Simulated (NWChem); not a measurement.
Program: NWChem. System: GeTe, charge 0, spin multiplicity 1, at a geometry optimised with B3LYP/def2-SVP with def2 effective core potentials on Te. Level: MP2/def2-SVP with def2 effective core potentials on Te, 13 core orbitals frozen, spin-restricted.

The NWChem input:

```
start mol
memory heap 200 mb stack 900 mb global 1100 mb
geometry units angstroms nocenter noautoz noautosym
  Ge     0.000000     0.000000     1.464896
  Te     0.000000     0.000000    -0.901474
end
basis spherical
  * library def2-svp
end
ecp
  Te library def2-ecp
end
scf
  rhf
  nopen 0
  maxiter 100
  thresh 1e-7
  semidirect memsize 60000000 filesize 0
end
mp2
  freeze core 13
end
task mp2 energy
```

NWChem printed:

```
             Northwest Computational Chemistry Package (NWChem) 7.3.0
             --------------------------------------------------------

                                NWChem Input Module
                                -------------------

 Scaling coordinates for geometry "geometry" by  1.889725989
 (inverse scale =  0.529177249)

                             Geometry "geometry" -> ""
                             -------------------------

 Output coordinates in angstroms (scale by  1.889725989 to convert to a.u.)

  No.       Tag          Charge          X              Y              Z
 ---- ---------------- ---------- -------------- -------------- --------------
    1 Ge                  32.0000     0.00000000     0.00000000     1.46489600
    2 Te                  52.0000     0.00000000     0.00000000    -0.90147400

 Effective nuclear repulsion energy (a.u.)     372.1104232793

            Nuclear Dipole moment (a.u.)
            ----------------------------
        X                 Y               Z
 ---------------- ---------------- ----------------
     0.0000000000     0.0000000000     0.0000453534


 Summary of "ao basis" -> "" (spherical)
 ------------------------------------------------------------------------------
       Tag                 Description            Shells   Functions and Types
 ---------------- ------------------------------  ------  ---------------------
 *                          def2-svp                  on all atoms

 Summary of "ao basis" -> "ao basis" (spherical)
 ------------------------------------------------------------------------------
       Tag                 Description            Shells   Functions and Types
 ---------------- ------------------------------  ------  ---------------------
 Ge                         def2-svp                12       32   5s4p3d
 Te                         def2-svp                10       26   4s4p2d

                                 NWChem SCF Module
                                 -----------------

  ao basis        = "ao basis"
  functions       =    58
  atoms           =     2
[...]
     1   1 0 0     -0.000000      0.000000      0.000000
     1   0 1 0      0.000000      0.000000      0.000000
     1   0 0 1      0.781468      0.000000     47.699133

     2   2 0 0    -33.101608      0.000000      0.000000
     2   1 1 0      0.000000      0.000000      0.000000
     2   1 0 1     -0.000000      0.000000      0.000000
     2   0 2 0    -33.101608      0.000000      0.000000
     2   0 1 1     -0.000000      0.000000      0.000000
     2   0 0 2    -32.025398      0.000000    314.872090

                   NWChem MP2 Semi-direct Energy/Gradient Module
                   ---------------------------------------------

  Basis functions       =     58
  Molecular orbitals    =     58
  Frozen core           =     13
  Frozen virtuals       =      0
  Active alpha occupied =     15
  Active beta occupied  =     15
  Active alpha virtual  =     30
  Active beta virtual   =     30
  Use MO symmetry       = F
  Use skeleton AO sym   = F

  AO/Fock/Back tols     =   1.0D-09  1.0D-09  1.0D-09

 GA uses MA = F    GA memory limited = T

 Available:
  local mem=  1.26D+08
 global mem=  1.44D+08
 local disk=  0.00D+00
  mp2_memr nvloc                    30
  nvloc new                    30
   1 passes of  15:        3145728                      18337                   2591524.
   1 passes of  15: M    126147073           G      144172472           F     123001345.

 Semi-direct pass number   1 of   1  for RHF alpha+beta  at        0.6s
  vrange nnbf                  1690
  mp2_eaftype                    10  avail_ma_in_mb                  1099
 EAF : mp2_eaftype filesize          10    1295762.
  mp2_eaf for mointskh                     10
Node 0 wrote      6.1 Mb in      0.0 s     Agg I/O rate:  2844.0 Mb/s
 Done moints_semi at        1.9s
  mp2_eaftype                    10  avail_ma_in_mb                  1089
 EAF : mp2_eaftype filesize          10    1295762.
  mp2_eaf for kh                    10
 Done maket at        1.9s
 Done multipass loop at        1.9s

          -------------------------------------------
          SCF energy               -2342.130869833275
          Correlation energy          -0.323822616267
          Singlet pairs               -0.169868074334
          Triplet pairs               -0.153954541933
          Total MP2 energy         -2342.454692449542
          -------------------------------------------

          ---------------------------------------------------
                    Spin Component Scaled (SCS) MP2
          Same spin pairs                     -0.102636361288
          Same spin scaling factor             0.333333333333
          Opposite spin pairs                 -0.221186254978
          Opposite spin scaling fact.          1.200000000000
          SCS-MP2 correlation energy          -0.299635626403
          Total SCS-MP2 energy             -2342.430505459678
          ---------------------------------------------------

 -----------------------
 Performance information
 -----------------------

 Timer overhead =  1.52D-07 seconds/call

               Nr. of calls         CPU time (s)                 Wall time (s)                GFlops
             ---------------    -------------------     ------------------------------   -------------------
Name         Min   Avg   Max    Min     Avg     Max     Min     Avg     Max   Mx/calls   Min     Max     Sum
mp2: moin     1     1     1    1.3     1.3     1.3      1.3     1.3     1.3     1.3      0.0     0.0     0.0
mp2: make     1     1     1   2.03E-2 2.03E-2 2.03E-2  2.03E-2 2.03E-2 2.03E-2 2.03E-2   0.0     0.0     0.0
mp2: tota     1     1     1    1.3     1.3     1.3      1.3     1.3     1.3     1.3      0.0     0.0     0.0

 The average no. of pstat calls per process was 3.00D+00
 with a timing overhead of 4.55D-07s

 Task  times  cpu:        1.9s     wall:        1.9s

 Total times  cpu:        1.9s     wall:        1.9s
```
